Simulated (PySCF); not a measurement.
Molfile (atoms numbered from 1):
```
C7H9BO2
     RDKit          3D

 19 19  0  0  0  0  0  0  0  0999 V2000
   -1.8972   -0.7163    1.9406 C   0  0  0  0  0  0  0  0  0  0  0  0
   -2.1210   -0.6725    0.6213 C   0  0  0  0  0  0  0  0  0  0  0  0
   -1.1287   -0.5264   -0.4504 C   0  0  0  0  0  0  0  0  0  0  0  0
   -1.4212   -0.8896   -1.7150 C   0  0  0  0  0  0  0  0  0  0  0  0
    0.2215    0.0425   -0.2178 C   0  0  0  0  0  0  0  0  0  0  0  0
    0.4837    1.0180    0.7600 C   0  0  0  0  0  0  0  0  0  0  0  0
    1.8202    1.2571    1.0645 C   0  0  0  0  0  0  0  0  0  0  0  0
    2.7938    0.8358    0.3669 O   0  0  0  0  0  0  0  0  0  0  0  0
    2.4835    0.3475   -1.0490 B   0  0  0  0  0  0  0  0  0  0  0  0
    1.1561   -0.4051   -0.9641 O   0  0  0  0  0  0  0  0  0  0  0  0
   -0.8979   -0.6182    2.3708 H   0  0  0  0  0  0  0  0  0  0  0  0
   -2.7244   -0.8772    2.6357 H   0  0  0  0  0  0  0  0  0  0  0  0
   -3.1462   -0.8204    0.2641 H   0  0  0  0  0  0  0  0  0  0  0  0
   -0.6763   -0.8021   -2.5079 H   0  0  0  0  0  0  0  0  0  0  0  0
   -2.4100   -1.2778   -1.9718 H   0  0  0  0  0  0  0  0  0  0  0  0
   -0.3099    1.4230    1.3822 H   0  0  0  0  0  0  0  0  0  0  0  0
    2.0940    1.7935    1.9860 H   0  0  0  0  0  0  0  0  0  0  0  0
    3.3481   -0.4231   -1.4018 H   0  0  0  0  0  0  0  0  0  0  0  0
    2.3053    1.3370   -1.7495 H   0  0  0  0  0  0  0  0  0  0  0  0
  1  2  2  0
  2  3  1  0
  3  4  2  0
  3  5  1  0
  5  6  2  0
  6  7  1  0
  7  8  2  0
  8  9  1  0
  9 10  1  0
 10  5  1  0
  1 11  1  0
  1 12  1  0
  2 13  1  0
  4 14  1  0
  4 15  1  0
  6 16  1  0
  7 17  1  0
  9 18  1  0
  9 19  1  0
M  CHG  2   8   1   9  -1
M  END
```

All values are calculated (PySCF 2.14.0 with density-fitted response routines): σ from GIAO-B3LYP/pcSseg-1, geometry: PBE0-D3(BJ)/def2-SVP. Rapidly exchanging positions averaged, single conformer, non-relativistic Hamiltonian, isolated molecule.

**Question.** Predict the 2D correlation tables (HSQC, COSY, HMBC).

**Answer.** 

HSQC (one-bond C–H):
```csv
δH,δC
7.75 (H17),186.9 (C7)
6.50 (H13),143.0 (C2)
6.47 (H14),141.3 (C4)
5.83 (H15),141.3 (C4)
5.74 (H16),107.3 (C6)
5.70 (H11),127.4 (C1)
5.59 (H12),127.4 (C1)
```

COSY cross peaks (H two or three bonds apart, from the bond graph; peaks can be absent where the dihedral angle is near 90°):
```csv
δH,δH
7.75 (H17),5.74 (H16)
6.50 (H13),5.70 (H11)
6.50 (H13),5.59 (H12)
6.47 (H14),5.83 (H15)
5.70 (H11),5.59 (H12)
```

HMBC (two and three bonds, from the bond graph):
```csv
δH,δC
7.75 (H17),"189.0 (C5), 107.3 (C6)"
6.50 (H13),"189.0 (C5), 150.8 (C3), 141.3 (C4), 127.4 (C1)"
6.47 (H14),"189.0 (C5), 150.8 (C3), 143.0 (C2)"
5.83 (H15),"189.0 (C5), 150.8 (C3), 143.0 (C2)"
5.74 (H16),"189.0 (C5), 186.9 (C7), 150.8 (C3)"
5.70 (H11),"150.8 (C3), 143.0 (C2)"
5.59 (H12),"150.8 (C3), 143.0 (C2)"
3.75 (H18/H19),"189.0 (C5), 186.9 (C7)"
```

Scale: TMS for ¹H (σref 31.38) and ¹³C (σref 179.24) (reference shieldings calculated alike).

Short H···H contacts in this conformer between protons four or more bonds apart (candidates for NOE cross peaks, intensity ∝ r⁻⁶): H11···H16 2.34 Å, H13···H15 2.40 Å.

Hydrogens on boron are broadened and split by ¹¹B (spin 3/2, 80 %) and 10B (spin 3). Shifts are as computed. Against solution values, carbons near 30 ppm lie about +2 ppm off and those near 130 ppm about +6 ppm. Of 1211 compounds with measured shifts, 218 miss one by over three times the rms of a fit or turn the order of signals round; such compounds aren't used in these exercises.
